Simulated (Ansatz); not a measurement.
## BFH2MgO: where a starting geometry ends

The starting geometry of this gas-phase singlet was optimised with GFN2-xTB.

```yaml
atoms:
  - { symbol: B, position_ang: [-0.7900, 1.8741, 2.5057] }
  - { symbol: F, position_ang: [-0.6414, 3.2648, 0.9575] }
  - { symbol: Mg, position_ang: [-1.1982, 1.8186, 0.1270] }
  - { symbol: O, position_ang: [-1.1612, 0.9162, 1.8798] }
  - { symbol: H, position_ang: [-0.4556, 2.5667, 3.3543] }
  - { symbol: H, position_ang: [-1.5853, 1.3748, -1.2885] }
```

Question: Where would you expect an optimisation with PBE0-D4/def2-TZVP to take it?

Answer: A new bond forms, giving a structure with F2 bridging B1 and Mg3, given below by its coordinates. Distances that change by over a tenth: F2–Mg3 (1.76 → 2.14 Å), Mg3–H6 (1.53 → 1.69 Å). Contacts that close: B1–F2 (2.09 → 1.44 Å).

The energy falls by 1.12 eV over 9 steps:

```json
{"step": "1", "E − E(last) (eV)": "1.124"}
{"step": "2", "E − E(last) (eV)": "0.764"}
{"step": "3", "E − E(last) (eV)": "0.535"}
{"step": "4", "E − E(last) (eV)": "0.278"}
{"step": "5", "E − E(last) (eV)": "0.157"}
{"step": "6", "E − E(last) (eV)": "0.003"}
{"step": "7", "E − E(last) (eV)": "0.000"}
{"step": "8", "E − E(last) (eV)": "0.000"}
{"step": "9", "E − E(last) (eV)": "0.000"}
```

Final geometry (Å):

```xyz
6

B    -0.7305    2.1583    2.3571
F    -0.6257    3.1420    1.3120
Mg   -1.2974    1.5298    0.0820
O    -1.1350    1.0077    1.9195
H    -0.4317    2.5607    3.4381
H    -1.6112    1.4166   -1.5730
```

Frequencies at the end are all real (lowest 208 cm⁻¹). Run with Ansatz 0.2.0, 41 s on 2 threads of Intel(R) Xeon(R) Processor @ 2.50GHz (Skylake/Cascade Lake), with other jobs on the host.
